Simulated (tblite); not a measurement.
Parent: `[CH3:1][S:2][SiH2:3][O:4][CH:5]([CH3:6])[CH3:7]` with C1–S2–Si3–O4 179°, S2–Si3–O4–C5 177°, Si3–O4–C5–C6 144°, C4H12OSSi.

Structures optimised with GFN2-xTB, isolated species. One conformer each, not checked by frequencies here.

| coordinate of the parent | value |
| --- | --- |
| C1–S2 | 1.818 Å |
| S2–Si3 | 2.125 Å |
| Si3–O4 | 1.601 Å |
| O4–C5 | 1.406 Å |
| C5–C6 | 1.524 Å |
| C5–C7 | 1.524 Å |
| C1–S2–Si3 | 97.6° |
| S2–Si3–O4 | 102.2° |
| Si3–O4–C5 | 128.8° |
| O4–C5–C6 | 108.0° |
| O4–C5–C7 | 109.2° |
| C6–C5–C7 | 111.8° |

Q: How does the shared frame change in `[CH3:1][S:2][SiH2:3][O:4][C:5]([CH3:6])([CH3:7])[CH3:8]` with C1–S2–Si3–O4 175°, S2–Si3–O4–C5 169°, C5H14OSSi? Atoms pair as C1 = C1, S2 = S2, Si3 = Si3, O4 = O4, C5 = C5, C6 = C8, C7 = C7 (parent first).

A: 
```csv
parent,relative,value in the relative,change
C1–S2,C1–S2,1.817 Å,-0.001
S2–Si3,S2–Si3,2.129 Å,+0.004
Si3–O4,Si3–O4,1.597 Å,-0.004
O4–C5,O4–C5,1.411 Å,+0.005
C5–C6,C5–C8,1.530 Å,+0.006
C5–C7,C5–C7,1.529 Å,+0.005
C1–S2–Si3,C1–S2–Si3,97.4°,-0.2
S2–Si3–O4,S2–Si3–O4,102.1°,-0.1
Si3–O4–C5,Si3–O4–C5,131.8°,+3.0
O4–C5–C6,O4–C5–C8,106.4°,-1.6
O4–C5–C7,O4–C5–C7,108.4°,-0.8
C6–C5–C7,C8–C5–C7,110.6°,-1.2
```

Of the parent's bonds, O4–C5, C5–C6 and C5–C7 change most and about equally (+0.005 to +0.006 Å). Bonds of the relative outside the shared frame: C5–C6 1.526 Å. Point group C1 → C1.

Q: How does the shared frame change in `[CH3:1][S:2][SiH2:3][O:4][C:5]([CH3:6])([CH3:7])[C:8](=[O:9])[OH:10]` with C1–S2–Si3–O4 -54°, S2–Si3–O4–C5 -177°, Si3–O4–C5–C6 119°, O4–C5–C8–O9 -1°, C5–C8–O10–H 180°, C5H12O3SSi? Atoms pair as C1 = C1, S2 = S2, Si3 = Si3, O4 = O4, C5 = C5, C6 = C6, C7 = C7 (parent first).

A: 
```tsv
parent	relative	value in the relative	change
C1–S2	C1–S2	1.820 Å	+0.002
S2–Si3	S2–Si3	2.149 Å	+0.024
Si3–O4	Si3–O4	1.623 Å	+0.022
O4–C5	O4–C5	1.389 Å	-0.017
C5–C6	C5–C6	1.534 Å	+0.010
C5–C7	C5–C7	1.534 Å	+0.010
C1–S2–Si3	C1–S2–Si3	100.7°	+3.1
S2–Si3–O4	S2–Si3–O4	100.2°	-2.0
Si3–O4–C5	Si3–O4–C5	130.3°	+1.5
O4–C5–C6	O4–C5–C6	109.1°	+1.1
O4–C5–C7	O4–C5–C7	109.2°	0.0
C6–C5–C7	C6–C5–C7	111.4°	-0.4
```

Of the parent's bonds, S2–Si3 changes most (+0.024 Å). Bonds of the relative outside the shared frame: C5–C8 1.517, C8=O9 1.204, C8–O10 1.326 Å. Point group C1 → C1.

The numbers are calculated, not measured.
